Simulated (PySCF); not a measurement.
Species: BF4H2P.
Bonds: F1–P2, P2–B3, B3–F4, B3–F5, B3–F6. Hydrogens: H7, H8 on P2.

Method: PBE0-D3(BJ)/def2-SVP geometry optimisation, gas phase in PySCF 2.14.0; density fitting, grid level 1; the optimiser is geomeTRIC in internal coordinates, started from a GFN2-xTB structure.

Step 0: E = -20843.2636 eV
```
atom  x, y, z in Å  |  force x, y, z in eV/Å
F1      1.3162    1.3899   -0.1627   -0.312   0.329  -0.134
P2      1.0446   -0.1961   -0.0382    0.067   0.939  -0.001
B3     -1.4385   -0.0823   -0.0473   -0.256  -0.256  -0.025
F4     -1.4769    0.4569    1.1564    0.123   0.244   0.461
F5     -1.5533    0.6995   -1.0981    0.080   0.378  -0.440
F6     -1.7498   -1.3553   -0.1710   -0.147  -0.564  -0.039
H7      2.1335   -0.5690   -0.8362    0.295  -0.577  -0.417
H8      1.7327   -0.3350    1.1723    0.149  -0.493   0.594
```

Step 1: E = -20843.3712 eV
```
atom  x, y, z in Å  |  force x, y, z in eV/Å
F1      1.4495    1.4905   -0.1657    0.033  -0.182   0.059
P2      1.1092   -0.0816   -0.0073    0.196  -0.077  -0.029
B3     -1.5379   -0.1070   -0.0531    0.069   0.221   0.060
F4     -1.5496    0.4444    1.1543   -0.097  -0.111  -0.056
F5     -1.5981    0.6849   -1.1125   -0.066  -0.123   0.025
F6     -1.7943   -1.3967   -0.1786    0.060   0.049  -0.027
H7      2.1144   -0.6438   -0.8690   -0.133   0.121   0.120
H8      1.8152   -0.3821    1.2071   -0.063   0.102  -0.151
```

Question: Estimate the geometry and energy of step 2. (The exact step hangs on the optimiser's Hessian estimate; all steps are aligned on step 1, rigid shifts and turns removed.)

Answer: E = -20843.3770 eV, largest force 0.172 eV/Å
```
atom  x, y, z in Å  |  force x, y, z in eV/Å
F1      1.4609    1.4693   -0.1612   -0.001   0.039  -0.013
P2      1.1126   -0.0982   -0.0114    0.054   0.094   0.049
B3     -1.5408   -0.0887   -0.0491   -0.047  -0.082   0.017
F4     -1.5845    0.4403    1.1657    0.014   0.069  -0.157
F5     -1.6202    0.6822   -1.1207    0.007   0.067   0.139
F6     -1.7622   -1.3836   -0.1794    0.020  -0.098  -0.024
H7      2.1199   -0.6411   -0.8657   -0.027  -0.036  -0.012
H8      1.8228   -0.3715    1.1969   -0.020  -0.053   0.002
```

The energy changes by -0.0058 eV. The first-order estimate −F·Δx gives -0.0202 eV and the mean of the old and new forces, exact on a quadratic surface, -0.0053 eV. The step makes an angle of 56° with the force vector and moves no atom by more than 0.037 Å.

The cost below is that of the whole optimisation. On an Arm Neoverse V1 with one thread, shared host with 32 logical CPUs at a one-minute load of 8.4, this took 61 s wall and 0.58 GiB of memory at its peak.
